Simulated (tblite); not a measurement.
C₆H₁₁NP₂S.
Geometry (GFN2-xTB, Å), atoms numbered from 1 in this order:
```xyz
21
C6H11NP2S angstrom
C     -1.1640    1.7350    0.5498
P     -0.5993    0.0215    0.8753
S     -0.7470   -0.5770    2.7037
C     -1.4941   -1.0296   -0.3567
P     -3.3111   -0.6059   -0.2959
N      0.9997    0.0202    0.2814
C      2.0943   -0.4473    0.9686
C      3.1963   -0.2950    0.1877
C      2.7721    0.2882   -1.0313
C      1.4271    0.4693   -0.9469
H     -1.1672    1.9697   -0.5125
H     -0.4995    2.4141    1.0847
H     -2.1732    1.8352    0.9494
H     -1.3146   -2.0763   -0.0943
H     -1.1094   -0.8353   -1.3618
H     -3.7335   -1.8014   -0.8697
H     -3.5001   -1.0854    0.9990
H      1.9798   -0.8420    1.9596
H      4.2005   -0.5656    0.4454
H      3.3956    0.5426   -1.8663
H      0.7389    0.8819   -1.6593
```

Method: GFN2-xTB as coded in tblite; computed harmonic values from a numerical Hessian at the method's own geometry, unscaled. Against measured fundamentals such values can be off by several per cent, at times by over 20. Modes of hydrogen on phosphorus can be 10 to 20 % off. One conformer, not necessarily the lowest.

Harmonic wavenumbers (cm⁻¹): 42.1, 47.8, 76.6, 127.2, 130.8, 138.6, 176.3, 200.8, 219.0, 226.7, 271.8, 296.8, 456.0, 562.8, 576.2, 608.5, 668.1, 710.8, 734.9, 755.3, 775.5, 778.3, 824.0, 827.5, 833.0, 833.8, 847.4, 871.6, 898.0, 917.6, 1022.8, 1056.7, 1078.4, 1083.9, 1107.4, 1126.6, 1182.4, 1218.2, 1303.7, 1324.1, 1374.8, 1395.1, 1401.2, 1415.6, 1456.7, 1569.3, 2292.7, 2346.5, 2927.3, 2933.7, 2989.2, 2994.6, 3008.1, 3145.3, 3156.0, 3162.7, 3178.3.

A = 1423, B = 579.3, C = 482.4 MHz; mass 191.009 u (most abundant isotopes); point group C1, symmetry number 1.

Question: What is the zero-point energy?

Answer: ½Σν̃ = 33843 cm⁻¹ = 96.76 kcal/mol.

Question: Give the ideal-gas entropy at 273.15 K and 1 bar in the rigid-rotor, harmonic-oscillator model (classical rotation).

Answer: Translation 41.24, rotation 30.81, vibration 36.69: S = 108.7 cal/(mol K).

Question: And Cp and H(273.15 K) − H(0)?

Answer: Cp = 43.92 cal/(mol K), of which vibrations give 35.98 (their classical limit is 57 R = 113.3); H(273.15 K) − H(0) = 7.33 kcal/mol without the zero-point energy, 5.16 from vibrations.

Question: What must be added to the electronic energy to get the Gibbs energy at 273.15 K and 1 bar?

Answer: ZPE + [H(273.15 K) − H(0)] − T·S = 96.76 + 7.33 − 29.70 = 74.39 kcal/mol.

Question: Which modes carry the vibrational entropy at 273.15 K?

Answer: 42.1 cm⁻¹: 4.98; 47.8 cm⁻¹: 4.73; 76.6 cm⁻¹: 3.80; 127.2 cm⁻¹: 2.82; 130.8 cm⁻¹: 2.77; 138.6 cm⁻¹: 2.66 cal/(mol K); the other 51 give 14.93 together.

Hindered rotation and anharmonicity are outside this model. Other conformers, if any are populated, would add a mixing term that is left out. The structure is chiral; the term R ln 2 for an equal mix with its mirror image is left out.
